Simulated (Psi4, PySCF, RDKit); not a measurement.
Torsional profile of SMILES [SiH3]/C=C\S (C₂H₆SSi). Scanned: dihedral C2–C3–S4–H10; all other coordinates were relaxed at B3LYP-D3(BJ)/def2-SVP. Points at φ and −φ are mirror images. Heavy atoms are numbered in the order of the SMILES [SiH3]/C=C\S, hydrogens after them in the order of the atoms that carry them; the mirror image has the same energies with the sign of each dihedral reversed.

Methods: MMFF94 // B3LYP-D3(BJ)/def2-SVP (RDKit); RKS-B3LYP/6-31G* = restricted B3LYP/6-31G*, spherical d // B3LYP-D3(BJ)/def2-SVP in PySCF; RKS-B3LYP/6-311+G** = restricted B3LYP/6-311+G**, spherical d, density fitting // B3LYP-D3(BJ)/def2-SVP (PySCF); MP2/cc-pVTZ = DF-MP2 (frozen core)/cc-pVTZ // B3LYP-D3(BJ)/def2-SVP (Psi4).

Energies relative to the lowest point of each profile, in kJ/mol; the last columns give the difference from MP2:

```
φ / °  MMFF94  RKS-B3LYP/6-31G*  RKS-B3LYP/6-311+G**  MP2/cc-pVTZ  MMFF94 − MP2/cc-pVTZ  RKS-B3LYP/6-31G* − MP2/cc-pVTZ  RKS-B3LYP/6-311+G** − MP2/cc-pVTZ
-----  ------  ----------------  -------------------  -----------  --------------------  ------------------------------  ---------------------------------
-150      5.2               2.0                  1.9          2.3                   2.9                            -0.3                               -0.4
-120     14.3               6.5                  6.7          6.4                   7.9                             0.1                                0.3
-90      18.4              11.8                 12.5         11.0                   7.4                             0.8                                1.5
-60      13.1              10.6                 11.2          9.7                   3.3                             0.8                                1.4
-30       7.6               3.4                  3.6          2.9                   4.7                             0.5                                0.7
0         6.6               0.0                  0.0          0.0                   6.6                             0.0                                0.0
30        7.6               3.4                  3.6          2.9                   4.7                             0.5                                0.7
60       13.1              10.6                 11.2          9.7                   3.3                             0.8                                1.4
90       18.4              11.8                 12.5         11.0                   7.4                             0.8                                1.5
120      14.3               6.5                  6.7          6.4                   7.9                             0.1                                0.3
150       5.2               2.0                  1.9          2.3                   2.9                            -0.3                               -0.4
180       0.0               1.4                  1.1          1.7                  -1.7                            -0.2                               -0.5
```

MMFF94 is furthest from MP2/cc-pVTZ at -120 (7.9 kJ/mol, above); its mean absolute difference over the points is 5.1 kJ/mol.

RKS-B3LYP/6-31G* is furthest from MP2/cc-pVTZ at -60 (0.8 kJ/mol, above); its mean absolute difference over the points is 0.4 kJ/mol.

RKS-B3LYP/6-311+G** is furthest from MP2/cc-pVTZ at -90 (1.5 kJ/mol, above); its mean absolute difference over the points is 0.8 kJ/mol.

MMFF94 has few fitted parameters for silicon.
